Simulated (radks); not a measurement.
All-electron atom: neutral rhenium in [Xe] 4f14 5d5 6s1 6p1 (not the ground configuration). Method: Dirac Kohn-Sham, PBE, spin-unpolarised, spherical densities, point nucleus; open shells are shared between the two j in proportion to 2j + 1; computed with a radial shooting solver on a logarithmic mesh with Libxc functionals.

Normalised radial functions P(r) = r R(r) (large component), r in bohr:

r           5d5/2    6p1/2    6p3/2
0.001078   0.0000   0.0018   0.0003
0.001485   0.0000   0.0025   0.0005
0.002045   0.0000   0.0036   0.0010
0.002817   0.0001   0.0052   0.0017
0.003879   0.0002   0.0077   0.0031
0.005342   0.0004   0.0115   0.0054
0.007356   0.0010   0.0171   0.0092
0.01013    0.0023   0.0253   0.0153
0.01395    0.0054   0.0363   0.0244
0.01921    0.0121   0.0494   0.0365
0.02646    0.0262   0.0615   0.0499
0.03644    0.0530   0.0655   0.0589
0.05018    0.0983   0.0504   0.0536
0.0691     0.1607   0.0075   0.0230
0.09516    0.2189  -0.0540  -0.0316
0.13       0.2209  -0.0928  -0.0785
0.179      0.1049  -0.0562  -0.0669
0.2465    -0.1266   0.0568   0.0248
0.3395    -0.3273   0.1362   0.1166
0.4676    -0.2866   0.0586   0.0828
0.6439     0.0432  -0.1294  -0.0773
0.8867     0.4706  -0.2281  -0.2033
1.221      0.7422  -0.1038  -0.1456
1.682      0.7480   0.1766   0.0829
2.316      0.5663   0.4343   0.3402
3.189      0.3359   0.5381   0.4904
4.392      0.1521   0.4650   0.4766
6.048      0.0492   0.2933   0.3400
8.329      0.0102   0.1315   0.1765
11.47      0.0012   0.0379   0.0612
15.8       0.0001   0.0061   0.0124

5d5/2: eigenvalue -6.530 eV, 2 radial nodes at r = 0.210, 0.623 bohr, <r> = 1.93 bohr, 90 % of the charge inside 3.07 bohr. 6p1/2: eigenvalue -2.561 eV, 4 radial nodes at r = 0.0720, 0.213, 0.520, 1.39 bohr, <r> = 4.11 bohr, 90 % of the charge inside 6.32 bohr. 6p3/2: eigenvalue -1.958 eV, 4 radial nodes at r = 0.0800, 0.230, 0.560, 1.52 bohr, <r> = 4.63 bohr, 90 % of the charge inside 7.16 bohr.
